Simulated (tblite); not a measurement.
Species: C8H9O (doublet state).
Numbering: `[O:1]=[C:2]1[CH:3][C@H:4]([CH:5]2[CH2:6][CH2:7]2)[CH:8]=[CH:9]1` (hydrogens: H10 on C3; H11 on C4; H12 on C5; H13, H14 on C6; H15, H16 on C7; H17 on C8; H18 on C9)
Bond orders are those of one Lewis drawing.

Computed with GFN2-xTB (tblite), gas phase: L-BFGS steps from a force-field or distance-geometry start until the largest atomic force falls under 0.01 eV/Å.

At the end of the run (lengths in Å): C7–H16 1.079, C2–C3 1.433, O1=C2 1.228, C3–H10 1.075, C3–C4 1.479, C6–H14 1.079, C5–H12 1.083, C2–C3–C4 110.6°, C3–C2–C9 105.4°, C5–C4–C8 112.6°, O1–C2–C3 127.4°, O1–C2–C3–C4 180°, C2–C3–C4–C5 120°, C3–C4–C5–C6 87°, H10–C3–C2–O1 -2°, H10–C3–C4–C5 -57°.

**Question.** These geometries were met on the way; a selection of coordinates is given. Order them by energy above the end point, lowest first.
A. C7–H16 1.080, C2–C3 1.437, O1=C2 1.225, C3–H10 1.091, C3–C4 1.484, C6–H14 1.084, C5–H12 1.086, C2–C3–C4 109.1°, C3–C2–C9 105.3°, C5–C4–C8 107.7°, O1–C2–C3 127.9°, O1–C2–C3–C4 -163°, C2–C3–C4–C5 99°, C3–C4–C5–C6 69°, H10–C3–C2–O1 16°, H10–C3–C4–C5 -80°
B. C7–H16 1.090, C2–C3 1.448, O1=C2 1.214, C3–H10 1.079, C3–C4 1.509, C6–H14 1.088, C5–H12 1.085, C2–C3–C4 111.2°, C3–C2–C9 100.3°, C5–C4–C8 111.7°, O1–C2–C3 131.4°, O1–C2–C3–C4 -157°, C2–C3–C4–C5 93°, C3–C4–C5–C6 69°, H10–C3–C2–O1 54°, H10–C3–C4–C5 -118°
C. C7–H16 1.079, C2–C3 1.458, O1=C2 1.209, C3–H10 1.084, C3–C4 1.510, C6–H14 1.090, C5–H12 1.082, C2–C3–C4 106.8°, C3–C2–C9 104.4°, C5–C4–C8 113.7°, O1–C2–C3 130.9°, O1–C2–C3–C4 -158°, C2–C3–C4–C5 100°, C3–C4–C5–C6 66°, H10–C3–C2–O1 84°, H10–C3–C4–C5 -141°
D. C7–H16 1.137, C2–C3 1.488, O1=C2 1.275, C3–H10 1.094, C3–C4 1.511, C6–H14 1.109, C5–H12 1.112, C2–C3–C4 100.4°, C3–C2–C9 109.8°, C5–C4–C8 114.4°, O1–C2–C3 125.9°, O1–C2–C3–C4 -158°, C2–C3–C4–C5 105°, C3–C4–C5–C6 61°, H10–C3–C2–O1 91°, H10–C3–C4–C5 -145°
E. C7–H16 1.071, C2–C3 1.440, O1=C2 1.221, C3–H10 1.115, C3–C4 1.485, C6–H14 1.066, C5–H12 1.081, C2–C3–C4 107.5°, C3–C2–C9 106.5°, C5–C4–C8 110.4°, O1–C2–C3 128.3°, O1–C2–C3–C4 -160°, C2–C3–C4–C5 98°, C3–C4–C5–C6 69°, H10–C3–C2–O1 28°, H10–C3–C4–C5 -90°

**Answer.** A (0.149 eV), E (0.295 eV), B (0.538 eV), C (0.914 eV), D (1.526 eV).

```csv
step,E above end (eV),"rms distance from the end, all atoms (Å)",largest force (eV/Å),rms shift of all bonds from the end (Å)
16,0.149,0.348,0.597,0.007
13,0.295,0.374,1.326,0.013
8,0.538,0.437,0.525,0.012
2,0.914,0.470,1.307,0.014
0,1.526,0.477,5.403,0.029
```

Rows stand in the order of the answer.
